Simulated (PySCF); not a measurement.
Q: Write Cartesian coordinates for `[SnH]([SiH3])([SiH3])[SiH3]` (SnH(SiH3)3) as optimised with PBE0-D3(BJ)/def2-SVP.

A: 
```
atom  x, y, z in Å
Sn1    0.0020    0.0081    0.7327
H2     0.0348    0.0407    2.4501
Si3    2.4105   -0.0144   -0.1584
H4     3.1268   -1.2564    0.2673
H5     3.1711    1.1714    0.3437
H6     2.3884    0.0330   -1.6532
Si7   -1.1972    2.0999   -0.1543
H8    -0.4149    3.3329    0.1680
H9    -2.5615    2.2264    0.4443
H10   -1.3321    1.9945   -1.6398
Si11  -1.2280   -2.1031   -0.0626
H12   -0.5694   -3.3319    0.4780
H13   -1.1951   -2.1585   -1.5565
H14   -2.6549   -2.0864    0.3839
```

Any rigid rotation of these coordinates is as good. Atoms count from 1 in this order. All 3 Si–Sn bonds measure 2.568 to 2.570 Å. Si3 (silicon bonded to Sn and 3 H) is tetrahedral (angles from 108.5° to 111.0°). Sn1 (tin bonded to 3 Si and H) is tetrahedral (angles from 109.0° to 109.8°).

Bonds between heavy atoms (Å): Sn1–Si3 2.568, Sn1–Si7 2.569, Sn1–Si11 2.570.

The calculation used PySCF 2.14.0, PBE0-D3(BJ)/def2-SVP geometry optimisation, gas phase, def2 core potentials past Kr.

PBE0-D3(BJ)/def2-SVP frequencies: not computed here.

Hardware: one thread of an Arm Neoverse V2, shared host with 96 logical CPUs at a one-minute load of 76. Cost: 73 s of wall time, 0.53 GiB resident at most. That covers the optimisation of the geometry.
